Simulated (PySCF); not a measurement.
Level of theory: NMR shieldings at PBE0/pcSseg-1/GIAO, structure optimised with GFN2-xTB, in PySCF 2.14 (averaged over atoms made equivalent by symmetry, fast rotation or ring inversion, relativity neglected, a single conformation, no solvent).

Shifts are taken against calculated references (same method and geometry level): 1H (31.72 ppm) and 13C (186.93 ppm) vs TMS. Shifts are as computed. Against solution values, carbons near 30 ppm lie about +3 ppm off and those near 130 ppm about +5 ppm (rms about the fit 2.1 ppm; single classes can miss by 10 ppm). Of 1328 compounds with measured shifts, 309 miss one by over three times the rms of a fit or turn the order of signals round; such compounds aren't used in these exercises. Signals without a measured value on file couldn't be tested in this way; 1H shifts scatter by 0.2 ppm about their fit, and single ones miss by 0.5 ppm.

**Question.** Order these molecules by the shift of their most shielded carbon, lowest δ first.
A. C[SiH2][SiH2][SiH3]
B. COC(=CF)OC
C. C=CC(=O)CC=O
D. C=C[C@H]1OCC1=O

**Answer.** A (-8.2 ppm, methyl carbon bonded to Si), B (54.3 ppm, methyl carbon bonded to O), C (68.2 ppm, sp3 CH2 α to a carbonyl), D (91.3 ppm, sp3 CH2 bonded to O, α to a carbonyl).

**Question.** Order these molecules by the shift of their most shielded carbon-bound hydrogen, lowest δ first.
A. C=C[C@H]1OCC1=O
B. COC(=CF)OC
C. C[SiH2][SiH2][SiH3]

**Answer.** C (0.18 ppm, hydrogen on a methyl carbon bonded to Si), B (3.64 ppm, hydrogen on a methyl carbon bonded to O), A (5.46 ppm, hydrogen on an sp3 CH2 bonded to O, α to a carbonyl).

**Question.** How many 13C and 1H signals does each give (equivalence by symmetry and fast rotation, but not about amide C–N or C=N bonds)? `C=CC(=O)CC=O`, `COC(=CF)OC`, `C[SiH2][SiH2][SiH3]`, `C=C[C@H]1OCC1=O`

**Answer.** C=CC(=O)CC=O: 5 C, 5 H; COC(=CF)OC: 4 C, 3 H; C[SiH2][SiH2][SiH3]: 1 C, 4 H; C=C[C@H]1OCC1=O: 5 C, 6 H.
